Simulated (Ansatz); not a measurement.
Two isomers of C3H8OSi: A = `C=C([SiH3])OC`, B = `C=CCO[SiH3]`.

Gas-phase electronic energies from Ansatz, PBE0-D4/def2-TZVP geometries. CCSD(T)/CBS adds triple-zeta CCSD(T) − MP2 to the extrapolated MP2 energy (def2 sets, frozen cores). DFT in def2-TZVPP. B3LYP here is the variant with VWN-RPA as its local correlation; programs differ in this. Each species was taken in one conformer, which may not be the lowest.

A:

Z-matrix (Å, degrees):
```
Si
C 1 1.877
H 1 1.486 2 110.2
H 1 1.486 2 110.2 3 -119.7
H 1 1.485 2 108.2 3 120.2
O 2 1.356 1 111.9 3 60.0
C 2 1.336 1 122.5 3 -120.0
C 6 1.409 2 117.2 1 180.0
H 7 1.081 2 119.1 1 -0.0
H 7 1.083 2 123.8 1 180.0
H 8 1.095 6 111.0 2 -60.7
H 8 1.089 6 106.5 2 -179.9
H 8 1.095 6 111.1 2 60.8
```

B:

Z-matrix (Å, degrees):
```
C
C 1 1.489
O 1 1.416 2 109.6
H 1 1.098 2 109.9 3 122.0
H 1 1.100 2 109.5 3 -120.1
C 2 1.324 1 124.0 3 -128.9
H 2 1.087 1 115.4 3 51.9
Si 3 1.643 1 122.3 2 179.5
H 6 1.084 2 121.7 1 -178.2
H 6 1.086 2 121.4 1 1.6
H 8 1.480 3 106.5 1 179.6
H 8 1.490 3 110.8 1 59.5
H 8 1.490 3 110.8 1 -60.3
```

Q: Which isomer does CCSD(T)/CBS put lower? Give the gap. (An estimate is asked.)

A: The calculation gave: B, by 26.4 kcal/mol.

Q: Give E(B) − E(A) in kcal/mol with MP2/def2-TZVPP, HF/def2-TZVPP, B2PLYP, B3LYP, ωB97M-V, PBE0-D4, CCSD/def2-TZVPP. (Best estimate.)

A: The calculation gave: MP2/def2-TZVPP -26.5, HF/def2-TZVPP -30.5, B2PLYP -25.9, B3LYP -25.3, ωB97M-V -25.1, PBE0-D4 -23.0, CCSD/def2-TZVPP -27.0. None reverses the order clearly.

Largest T1 diagnostic: 0.013.

From PBE to PBE0 (25 % exact exchange), in def2-TZVPP and without D4, E(B) − E(A) moves by −2.1 kcal/mol. In def2-TZVPP, CCSD(T) changes the Hartree–Fock value by +4.6 kcal/mol (the triples alone add +1.1 kcal/mol) and MP2 by +4.1 kcal/mol.
